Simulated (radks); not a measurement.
The numbers below are computed, except where a source is named.
Re22+, configuration [Kr] 4d10 4f7 (the NIST ground configuration). Level of theory: scalar-relativistic Kohn-Sham, BLYP, spin-polarised, spherical densities, finite nucleus; open shells are filled with parallel spins first (spin-orbit coupling, left out, can overturn this in heavy ions); Fermi nuclear charge, rms radius 5.3698 fm (a radial shooting solver on a logarithmic mesh with Libxc functionals). Some entries of the table are withheld. Estimate them.

orbital,occ.,eigenvalue (hartree),<r> (bohr)
1s down,1,-2655.900,0.01804
1s up,1,-2655.899,0.01804
2s up,1,-479.5321,0.07623
2s down,1,-479.5247,0.07623
2p up,3,-421.5233,0.06834
2p down,3,-421.5178,0.06834
3s up,1,-128.7998,0.1973
3s down,1,-128.5657,0.1971
3p up,3,-111.6810,0.1977
3p down,3,-111.4455,0.1974
3d up,5,-92.24239,0.1791
3d down,5,-92.06259,0.1787
4s up,1,-44.01033,0.4289
4s down,1,-43.61849,0.4295
4p up,3,-38.19112,0.4507
4p down,3,-37.81493,0.4516
4d up,5,(1),0.4667
4d down,5,(2),0.4682
4f up,7,-22.91800,0.4674
4f down,0,-22.52418,0.4705
5s up,0,(3),0.8321
5s down,0,(4),0.8390
5p up,0,-18.65836,(5)
5p down,0,-18.51519,(6)

Answer. 
(1) 4d up eigenvalue (hartree): -30.93598
(2) 4d down eigenvalue (hartree): -30.56679
(3) 5s up eigenvalue (hartree): -20.80986
(4) 5s down eigenvalue (hartree): -20.63353
(5) 5p up <r> (bohr): 0.8867
(6) 5p down <r> (bohr): 0.8954
